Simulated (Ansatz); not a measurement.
Doped nanocrystal family: gap (eV) at several levels, gas phase, relaxed structures; Ansatz. HOMO and LUMO are taken over both spins. The structures are stationary points that may keep the symmetry of their start.

```csv
species,state,geometry,PBE-D4/def2-SVP,PBE-D4/def2-TZVP,PBE0-D4/def2-SVP,PBE0-D4/def2-TZVP
"Ge8BPH16, B and P 4.0 Å apart at the start",singlet,PBE-D4/def2-SVP,4.21,4.18,5.93,5.88
"Ge5PH12⁺, rod, P on a surface site",singlet,PBE0-D4/def2-SVP,4.86,4.80,6.67,6.59
"Si8BH16, disc, B on a surface site",doublet,PBE-D4/def2-SVP,0.69,0.71,2.44,2.48
"Ge18BH28, B on a surface site",doublet,r2SCAN-D4/def2-SVP,0.33,0.34,1.69,1.70
"AlGe24PH30, Al and P 4.7 Å apart at the start",singlet,PBE-D4/def2-SVP,3.19,3.18,4.73,4.71
"Ge18BH28, rod, B on an inner site",doublet,PBE-D4/def2-SVP,0.42,0.43,1.88,1.89
```
